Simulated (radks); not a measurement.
Al+, configuration [Ne] 3s2.

All-electron calculation, scalar-relativistic Kohn-Sham, LDA (Slater exchange, Perdew-Zunger correlation), spin-unpolarised, spherical densities, point nucleus. Program: a radial shooting solver on a logarithmic mesh with Libxc functionals.

Energy parts (eV):
total: -6572.883
kinetic: 6578.283
electron-nucleus: -15649.023
Hartree: 2968.207
exchange-correlation: -470.349

Orbitals (lengths in bohr, moments of r in powers of bohr):
orbital,occ.,eigenvalue (eV),<r^2>
1s,2,-1512.826,0.01960
2s,2,-115.8629,0.4745
2p,6,-78.0899,0.4644
3s,2,-14.9235,6.471

The highest occupied level is 3s at -14.924 eV. Summed over all electrons, <r^2> = 16.72 bohr^2, which gives a Langevin (diamagnetic) susceptibility term of -13.2 x 10^-6 cm^3/mol. The density falls to 0.001 e/bohr^3 at r = 3.89 bohr.
